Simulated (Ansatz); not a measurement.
Geometry optimisation, Ansatz, RKS PBE/def2-SVP.

Input:

```yaml
crystal:
  periodic: [false, false, false]
  atoms:
    - { symbol: C, position_ang: [-0.666, 0.7501, -0.3408] }
    - { symbol: Sb, position_ang: [1.368, 0.2315, -0.4808] }
    - { symbol: S, position_ang: [1.2737, -0.8336, 1.7137] }
    - { symbol: H, position_ang: [-0.7603, 1.6125, 0.3957] }
    - { symbol: H, position_ang: [-1.3191, -0.091, -0.07] }
    - { symbol: H, position_ang: [-1.0589, 1.174, -1.3439] }
    - { symbol: H, position_ang: [1.0028, -1.2711, -1.2944] }
    - { symbol: H, position_ang: [2.28976, -0.10133, 2.19401] }
basis:
  gaussian: { orbitals: def2-SVP }
hamiltonian:
  xc: pbe
relax:
  f_tol: 0.015
  max_steps: 40
output:
  orbitals: {}
```

Command:

```bash
$ ansatz run input.yaml --threads 1 --pin off --max-ram 2048MiB --backend cpu --events-out ev --progress --plain --runs-dir out
```

Problem. Where does it end, and by what steps?

Solution. The forces met the threshold. After 6 steps the energy has fallen by 0.163 eV; S3 moved furthest, 0.21 Å.

```json
{"step": "0", "energy less start (eV)": "0.0000", "largest force component (eV/Å)": "2.007", "accepted": "yes"}
{"step": "1", "energy less start (eV)": "-0.1125", "largest force component (eV/Å)": "0.367", "accepted": "yes"}
{"step": "2", "energy less start (eV)": "-0.1467", "largest force component (eV/Å)": "0.293", "accepted": "yes"}
{"step": "3", "energy less start (eV)": "-0.1598", "largest force component (eV/Å)": "0.096", "accepted": "yes"}
{"step": "4", "energy less start (eV)": "-0.1613", "largest force component (eV/Å)": "0.038", "accepted": "yes"}
{"step": "5", "energy less start (eV)": "-0.1622", "largest force component (eV/Å)": "0.021", "accepted": "yes"}
{"step": "6", "energy less start (eV)": "-0.1626", "largest force component (eV/Å)": "0.014", "accepted": "yes"}
```

```xyz
8
Properties=species:S:1:pos:R:3
C -0.737 0.815 -0.376
Sb 1.380 0.224 -0.442
S 1.425 -0.985 1.726
H -0.843 1.684 0.300
H -1.356 -0.022 -0.004
H -1.063 1.101 -1.396
H 1.010 -1.235 -1.312
H 2.314 -0.111 2.277
```

Whether the end is a true minimum wasn't checked by a vibrational analysis.

Time of the run: 16 s on 1 thread of Intel(R) Xeon(R) Processor @ 2.70GHz, with other jobs on the host, peak memory 0.13 GiB.
